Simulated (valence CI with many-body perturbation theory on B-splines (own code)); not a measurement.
Results of a calculation; reference values are marked as such.
**Hyperfine factors and g values of Rh⁴⁰⁺**

Method: relativistic CI+MBPT: three valence electrons over a frozen Dirac-Fock core [He], radial functions for each j: 11 s, 11 p, 10 d, 8 f, 5 g, 2 h, with the one-electron correlation potential Σ1, the two-electron term Σ2, the three-electron term Σ3, Breit, model QED; selected CI, second order for the rest, scaled by the run's own slope (own B-spline code, finite nucleus).

No measured spectrum was set against this ion. As an estimate, large intervals hold to a few tenths of a per cent, small ones and those within an open d or f shell to about a per cent.

A/g_I is the dipole constant over the nuclear g factor μ/I (μ in nuclear magnetons, uniformly magnetised nucleus), B/Q the quadrupole constant per barn. Both hold the static response of the core; the bare values leave it out. Large factors of s and p1/2 electrons are usually good to 5 to 10 %; those of open d and f shells near neutrality can be off by tens of per cent, and small factors of p3/2, d and f electrons come from cancelling terms and can be off by a factor of two or in sign, in half-filled shells by more. B is blank for J = 1/2, where it vanishes, and for nearly pure S terms. Energies count from the lowest level.

Levels are named by their leading jj configuration (3d3/2^4 stands for four electrons in 3d with j = 3/2), which in mixed levels can hold well under half, so a name can repeat and another be missing. Letters in brackets count levels of one name in rising energy.

| Level | E (× 10³ cm⁻¹) | g | A/g_I (MHz) | A/g_I bare | B/Q (MHz/b) | B/Q bare |
| --- | --- | --- | --- | --- | --- | --- |
| (2s^2 2p1/2) J=1/2 | 0.00 | 0.649 | 1050000 | 1040000 |  |  |
| (2s 2p1/2^2) J=1/2 | 997.11 | 2.307 | 2980000 | 2940000 |  |  |
| (2s^2 2p3/2) J=3/2 | 1302.0 | 1.321 | 173000 | 178000 | 325000 | 326000 |
| (2s 2p1/2 2p3/2) J=3/2 [a] | 2008.2 | 1.678 | 833000 | 829000 | 259000 | 259000 |
| (2s 2p1/2 2p3/2) J=5/2 | 2214.7 | 1.393 | 945000 | 939000 | 134000 | 134000 |
| (2s 2p1/2 2p3/2) J=3/2 [b] | 2547.3 | 0.941 | -2800 | 6470 | 249000 | 250000 |
| (2s 2p1/2 2p3/2) J=1/2 | 2577.3 | 1.160 | -803000 | -781000 |  |  |
| (2s 2p3/2^2) J=5/2 | 3461.0 | 1.381 | 806000 | 801000 | 191000 | 192000 |
| (2p1/2^2 2p3/2) J=3/2 | 3652.7 | 1.410 | 143000 | 155000 | 277000 | 278000 |
| (2s 2p3/2^2) J=1/2 | 3939.0 | 1.829 | 3200000 | 3150000 |  |  |
| (2s 2p3/2^2) J=3/2 | 3948.3 | 1.210 | -417000 | -398000 | -119000 | -120000 |
| (2p1/2 2p3/2^2) J=3/2 | 4761.4 | 1.414 | -5700 | 7610 | 70300 | 70500 |
| (2p1/2 2p3/2^2) J=5/2 | 4896.0 | 1.187 | 339000 | 344000 | -1610 | -1610 |
| (2p1/2 2p3/2^2) J=1/2 | 5148.7 | 0.649 | 1050000 | 1040000 |  |  |
| (2p3/2^3) J=3/2 | 6289.1 | 1.274 | 171000 | 179000 | -346000 | -347000 |
| (2s^2 3s) J=1/2 | 27834 | 1.996 | 950000 | 938000 |  |  |
| (2s^2 3p1/2) J=1/2 | 28192 | 0.670 | 300000 | 298000 |  |  |
| (2s 2p1/2 3s) J=1/2 [a] | 28534 | 2.430 | 1870000 | 1840000 |  |  |
| (2s^2 3p3/2) J=3/2 | 28539 | 1.387 | 494000 | 489000 | 65300 | 65400 |
| (2s 2p1/2 3s) J=3/2 | 28692 | 1.542 | 1270000 | 1250000 | -60700 | -60800 |
| (2s 2p1/2 3s) J=1/2 [b] | 28776 | 0.747 | 1540000 | 1520000 |  |  |
| (2s 2p1/2 3p1/2) J=1/2 [a] | 28838 | 0.249 | -210000 | -204000 |  |  |
| (2s^2 3d3/2) J=3/2 | 28859 | 0.820 | 171000 | 169000 | 15200 | 15400 |
| (2s 2p1/2 3p1/2) J=3/2 | 28968 | 1.135 | 1350000 | 1330000 | -79600 | -79800 |
| (2s^2 3d5/2) J=5/2 | 28978 | 1.196 | 18900 | 18800 | 25600 | 25900 |
| (2s 2p1/2 3p1/2) J=1/2 [b] | 29128 | 2.074 | 3180000 | 3130000 |  |  |
| (2s 2p1/2 3p3/2) J=3/2 [a] | 29280 | 1.418 | 191000 | 191000 | 85700 | 85800 |
| (2s 2p1/2 3p3/2) J=1/2 | 29382 | 1.250 | -1140000 | -1120000 |  |  |
| (2s 2p1/2 3p3/2) J=5/2 | 29406 | 1.356 | 854000 | 844000 | 7840 | 7820 |
| (2s 2p1/2 3p3/2) J=3/2 [b] | 29433 | 1.241 | 468000 | 464000 | 82600 | 82800 |
| (2s 2p1/2 3d3/2) J=3/2 [a] | 29493 | 0.540 | -295000 | -290000 | 27000 | 27200 |
| (2s 2p1/2 3d3/2) J=5/2 | 29604 | 1.063 | 592000 | 585000 | -30500 | -30400 |
| (2s 2p1/2 3d5/2) J=5/2 [a] | 29674 | 1.367 | 475000 | 468000 | 24800 | 25000 |
| (2s 2p1/2 3d3/2) J=1/2 | 29705 | 0.378 | -1280000 | -1260000 |  |  |
| (2s 2p1/2 3d3/2) J=3/2 [b] | 29709 | 1.274 | 632000 | 623000 | 50100 | 50200 |
| (2s 2p1/2 3d5/2) J=7/2 | 29777 | 1.255 | 604000 | 597000 | -70200 | -70100 |
| (2s 2p3/2 3s) J=5/2 | 29828 | 1.420 | 700000 | 694000 | 252000 | 253000 |
| (2s 2p1/2 3d5/2) J=3/2 | 29857 | 1.022 | -543000 | -536000 | 4220 | 4390 |
| (2s 2p1/2 3d5/2) J=5/2 [b] | 29873 | 1.180 | 307000 | 304000 | 139000 | 140000 |
| (2p1/2^2 3s) J=1/2 | 29888 | 2.027 | 747000 | 739000 |  |  |

(1) Take the isotope of mass number 103, with I = 1/2, μ = -0.08829 μN. What is the hyperfine structure of (2s 2p1/2 2p3/2) J=5/2?

Results:

(1) From the table A = -167000 MHz. Shifts from the centre of gravity in MHz: F = 2: 292000, F = 3: -209000.
